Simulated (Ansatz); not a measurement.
Diatomic NaC, multiplicity 4 (lowest of 2S+1 = 2, 4 at CCSD(T)/def2-TZVPP on PBE0 minima; our sources give no spin for the ground state, which may be another).

Constants: fifth-degree fit in 1/R to seven points, most abundant isotopes. In def2 and cc sets the state is the lowest found near the PBE0 minimum, followed along R.

Correlated levels freeze the inner cores; with def2 sets outer-core shells near the valence are correlated too.

Run with Ansatz (Gaussian basis) for Hartree–Fock, density functionals and correlated methods. Each number belongs to the level named beside it.

Energies at CCSD(T)/def2-QZVPP:

| R (Å) | E (hartree) |
|---|---|
| 2.072867 | -199.91201805 |
| 2.128590 | -199.91401863 |
| 2.179854 | -199.91499063 |
| 2.237805 | -199.91526204 |
| 2.295756 | -199.91481735 |
| 2.362623 | -199.91360207 |
| 2.440634 | -199.91146719 |

Question: With a reduced mass of 7.8845 u, find the minimum, the force constant and the constants.

Answer: A fifth-degree polynomial in 1/R puts the minimum at r_e = 2.2288 Å with force constant 95.9 N/m. Then ω_e = (1/2πc)√(k/μ) = 454 cm⁻¹ and B_e = h/(8π²cμr_e²) = 0.4304 cm⁻¹; the cubic and quartic terms give α_e = 0.0044 and ω_e x_e = 3.5 cm⁻¹.

Ansatz is a program for electronic structure.
